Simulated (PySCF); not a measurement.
How methods differ on the ionisation energy of Ni⁺

Ni⁺ [Ar] 3d9 (2D) → Ni²⁺ [Ar] 3d8 (3F), as a difference of total energies. Computed with PySCF 2.14 in dyall-av2z, with the non-relativistic Hamiltonian (point nucleus). Correlated levels: valence: [Ar] frozen; virtual orbitals above 40 to 60 times the deepest correlated orbital energy dropped. The calculations carry no spin-orbit coupling.

```json
{"method": "UHF", "ionisation energy (eV)": "15.180"}
{"method": "LDA", "ionisation energy (eV)": "19.710"}
{"method": "PBE", "ionisation energy (eV)": "19.037"}
{"method": "PBE0", "ionisation energy (eV)": "18.325"}
{"method": "r2SCAN", "ionisation energy (eV)": "18.118"}
{"method": "MN15", "ionisation energy (eV)": "19.321"}
{"method": "BP86", "ionisation energy (eV)": "19.132"}
{"method": "r2SCAN0", "ionisation energy (eV)": "17.710"}
{"method": "SCS-MP2 (valence)", "ionisation energy (eV)": "17.951"}
```

Estimate what PBEsol gives.

19.119 eV, closest to BP86 among the rows shown.

Estimate what MP2 (valence) gives.

18.246 eV, closest to PBE0 among the rows shown.

A first-order spin-orbit estimate (lowest level to lowest level, LS coupling) adds -0.050 eV.

These non-relativistic numbers lack the scalar-relativistic shift.

Errors of the correlated levels include the incompleteness of this basis and the frozen core.

For comparison: 18.169 eV (measured; NIST Atomic Spectra Database, ionization energies).
